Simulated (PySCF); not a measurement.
SMILES C[SiH2]C#C[SiH2]F (C₃H₇FSi₂) (B3LYP/def2-SVP optimised geometry):

```
13

Si    -1.390    -3.130     4.020
F     -2.340    -2.134     4.887
C     -0.817    -2.253     2.521
C     -0.426    -1.679     1.511
Si     0.144    -0.777     0.000
C     -0.533     0.979     0.000
H     -2.196    -4.316     3.637
H     -0.229    -3.507     4.862
H     -0.332    -1.535    -1.193
H      1.635    -0.777     0.000
H     -1.635     0.975     0.008
H     -0.197     1.516    -0.902
H     -0.183     1.535     0.884
```

Level of theory: B3LYP/def2-TZVP (PySCF 2.14.0).

### Question
What are the frontier orbital energies and the dipole moment?

### Answer
HOMO-2 -9.52 eV, HOMO-1 -8.15 eV, HOMO -8.00 eV, LUMO -1.41 eV, LUMO+1 -0.89 eV; dipole moment 1.57 D.

On the same geometry PBE/def2-TZVP run with PySCF gives HOMO-2 -8.39 eV, HOMO-1 -7.21 eV, HOMO -7.04 eV, LUMO -2.11 eV, LUMO+1 -1.62 eV; dipole moment 1.55 D.

Meta-Löwdin charges at B3LYP/def2-TZVP: Si1 0.98, F2 -0.51, C3 -0.30, C4 -0.24, Si5 0.68, C6 -0.58, H7 -0.11, H8 -0.11, H9 -0.10, H10 -0.10, H11 0.13, H12 0.13, H13 0.13.
